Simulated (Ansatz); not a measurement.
Consider the formal exchange of groups at a B–H bond: `BCl` + `CC(C)(O)F` → `CC(O)(F)BCl` + CH₄.

Program: Ansatz. Geometries: PBE0-D4/def2-TZVP. ΔE: electronic, gas phase. CCSD(T)/CBS is the MP2 limit (def2-TZVPP, def2-QZVPP) plus CCSD(T) − MP2 in def2-TZVPP, frozen cores. This one scheme is used for every species. DFT in def2-TZVPP. B3LYP here is the variant with VWN-RPA as its local correlation; programs differ in this. One conformer a species, not always the lowest.

**Question.** Is it downhill or uphill in electronic energy at CCSD(T)/CBS, and by how much? (An estimate is asked.)

**Answer.** The calculation gave: Downhill: ΔE = -0.08 eV.

**Question.** What do these levels give: r2SCAN-D4, B3LYP-D4, ωB97X-V, B2PLYP, HF/def2-QZVPP, HF/CBS(def2)? (Estimate.)

**Answer.** Ansatz gave: r2SCAN-D4 -0.14, B3LYP-D4 -0.15, ωB97X-V -0.09, B2PLYP -0.10, HF/def2-QZVPP 0.03, HF/CBS(def2) 0.03 eV.

Largest T1 diagnostic among the species: 0.012.

In def2-TZVPP, CCSD(T) changes the Hartree–Fock value by −0.10 eV (the triples alone add −0.02 eV) and MP2 by −0.10 eV. From PBE to PBE0 (25 % exact exchange), in def2-TZVPP and without D4, ΔE moves by +0.05 eV.
